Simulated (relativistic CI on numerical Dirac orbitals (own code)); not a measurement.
Sensitivity of the levels of Os42+ to α and to the nuclear radius

Method of calculation: Dirac-Coulomb-Breit CI, orbitals from a KLI potential per configuration, derivatives by finite differences, unscaled Slater integrals, QED left out (own radial code, finite nucleus).

CI space (outside the closed core [Ar] 3d10): 4s²4p⁴, 4s4p⁵, 4s²4p³4d, 4p⁶, 4s4p⁴4d, 4s²4p³4f. Double excitations out of closed p, d and f shells are left out; levels of such configurations are missing from the list, as are those of other unlisted configurations, and high levels can miss mixing partners.

With x = (α/α₀)² − 1 an excitation energy changes as ω = ω₀ + qx; K = 2q/ω₀ is the relative enhancement. Terms are leading LS components, so labels can repeat. The field-shift factor is F = δν/δ⟨r²⟩ for the transition from the lowest level.

Lowest level 4s²4p⁴ ³P2.

```csv
Level,ω₀ (cm⁻¹),q (cm⁻¹),K,F (GHz/fm²)
4s²4p⁴ ¹S0,85149,4341,0.102,-1.19
4s²4p⁴ ³P1,858033,1.076e+06,2.51,-176
4s²4p⁴ ¹D2,897265,1.074e+06,2.39,-176
4s²4p³4d ³D°2,1308778,60620,0.0926,8.7
4s²4p³4d ³D°1,1334890,86010,0.129,-41.2
4s²4p³4d ³P°0,1335907,59250,0.0887,21.7
4s²4p³4d ³F°3,1342592,63310,0.0943,22.5
4s²4p³4d ³F°4,1508086,245700,0.326,27.6
4s²4p³4d ³P°2,1516588,385200,0.508,-329
4s²4p³4d ³D°3,1635207,271400,0.332,21.3
4s²4p³4d ³D°1,1659105,317800,0.383,-106
4s4p⁵ ³P°2,1772026,1.092e+06,1.23,-2050
4s²4p⁴ ³P0,1789885,2.149e+06,2.4,-367
```

At this charge energies of transitions that change n are usually good to better than 1 %, and those within a shell (Δn = 0) to a few per cent.
